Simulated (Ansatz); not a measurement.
# Energy profile

The step: CH₃Cl ([CH3][Cl]) + H → CH₂Cl ([CH2][Cl]) + H₂; bonds formed: H1–H4; bonds broken: H1–C2 (atoms numbered as in the saddle structure below).

H1  (-0.773, -0.371, 0.356)
C2  (0.331, 0.278, -0.077)
Cl3  (1.102, -0.698, -1.278)
H4  (-1.536, -0.801, 0.667)
H5  (-0.059, 1.206, -0.486)
H6  (0.935, 0.386, 0.819)
(Å)

Electronic energies by CCSD(T) at an estimated basis limit (MP2 extrapolated from triple and quadruple zeta, plus CCSD(T) − MP2 in triple zeta), on PBE0-D4/def2-TZVP structures; CH$_{4}$Cl, doublet; no counterpoise correction; spin–orbit coupling, which lowers free halogen atoms and radicals such as OH and SH, is left out. Computed with Ansatz 0.2.0 (basis: def2-TZVPP and def2-QZVPP); correlated methods freeze the cores; orbitals are unrestricted. Extrapolation: Hartree–Fock as exp(−7.88 √X), correlation as X^−2.97.

(1) Give the profile in eV, counted from the separated reactants. (To be estimated.)

T1 diagnostic: at most 0.016. ⟨S²⟩ of the unrestricted Hartree–Fock references: 0.75 to 0.79 (a pure state has 0.75).

Results:

(1) By the calculation:
| point | eV |
| --- | --- |
| separated: CH$_{3}$Cl (linked as [CH3][Cl]; H1, C2, Cl3, H5, H6; singlet) + H (H4; doublet) | 0.000 |
| start structure | -0.009 |
| saddle | 0.553 |
| end structure | -0.122 |
| separated: H$_{2}$ (H1, H4; singlet) + CH$_{2}$Cl (linked as [CH2][Cl]; C2, Cl3, H5, H6; doublet) | -0.106 |

For scale, one of the runs: CCSD(T)/def2-TZVPP, 129 basis functions, launched by `ansatz run in.yaml --threads 2 --pin off --events-out ev --progress --plain --max-ram 4352MiB`. Hardware: 2 CPU threads of an Intel Xeon Platinum 8488C, shared host. Wall time 26 s; peak host memory 1.3 GiB.
